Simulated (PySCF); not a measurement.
Species: C3H10BN.
Structure used (PBE0-D3(BJ)/def2-SVP), in Å, numbered top down from 1:
```xyz
15
C3H10BN angstrom
C      1.9893    0.4215    0.0419
N      0.8283   -0.4081    0.2292
B     -0.5244   -0.0845    0.0400
C     -0.9437    1.3690   -0.4432
C     -1.6206   -1.1922    0.3197
H      2.5656    0.5490    0.9751
H      1.6867    1.4208   -0.2966
H      2.6775    0.0097   -0.7170
H      1.0459   -1.3485    0.5392
H     -0.6163    2.1421    0.2731
H     -2.0321    1.4738   -0.5632
H     -0.4795    1.6263   -1.4106
H     -2.2312   -1.3606   -0.5841
H     -2.3264   -0.8412    1.0923
H     -1.2198   -2.1658    0.6445
```

Level: wB97X-D/def2-SVPD in PySCF, non-relativistic, on one gas-phase PBE0-D3(BJ)/def2-SVP geometry that isn't relaxed in the solvent. The solvent is an IEF-PCM continuum (Bondi radii, 1.10 Å for H, scaled by 1.2). Specific hydrogen bonds and non-electrostatic terms are outside this model.

Gas phase at wB97X-D/def2-SVPD: HOMO -9.24 eV, LUMO 1.88 eV, dipole 1.32 D.

Question: What does the continuum do to the energy, the frontier levels and the dipole at wB97X-D/def2-SVPD in chloroform and acetonitrile?

Answer: 
```
     solvent      ε  E(solvent) − E(gas) (kJ/mol)  polarisation term (kJ/mol)  distortion of the solute (kJ/mol)  HOMO (eV)  LUMO (eV)  dipole (D)
  chloroform  4.711                         -5.60                       -6.03                               0.43      -9.14       1.94        1.59
acetonitrile  35.69                         -7.84                       -8.71                               0.87      -9.12       1.95        1.70
```

Polarisation term: ½ Σ q·V over the induced surface charges. Distortion: the rise of the solute's own energy as its density leaves the gas-phase optimum. From chloroform to acetonitrile the lowering changes by a factor 1.40, Onsager's factor (ε − 1)/(2ε + 1) by 1.35 and ε itself by 7.6.

Question: Which radius a makes the point-dipole formula ΔE = −[(ε − 1)/(2ε + 1)]·μ²/a³ give the value in acetonitrile, with the gas-phase dipole?

Answer: μ = 0.518 au and |ΔE| = 0.00299 Eh give a = 1.85 Å; the farthest nucleus lies 2.85 Å from the centroid of the nuclei, so such a sphere wouldn't even hold the nuclei. The formula assumes a rigid point dipole at the centre of a sphere.

Question: Give the dipole vector in the frame of the coordinates (D, pointing from negative to positive charge), gas and acetonitrile.

Answer: Gas (1.28, -0.26, 0.17), solvent (1.65, -0.37, 0.23). Its length changes by +30 % and its direction by 1°.

Question: How does the static polarisability (wB97X-D/def2-SVPD, frozen core, with the continuum's full static response) change?

Answer: 
```tsv
medium	isotropic (au)	principal values (au)	⟨r²⟩ of the electrons (bohr²)
gas	61.8	50.7, 62.0, 72.7	561.2
chloroform	75.2	63.1, 75.4, 87.2	561.0
acetonitrile	81.6	70.1, 81.4, 93.2	561.0
```

The isotropic value in acetonitrile is 1.32 times the gas-phase one; no cavity-field correction is applied. ⟨r²⟩ is taken about the centre of nuclear charge.

The pairwise dispersion term of wB97X-D wasn't added to the energies; at a given geometry it leaves orbitals and properties as they are.
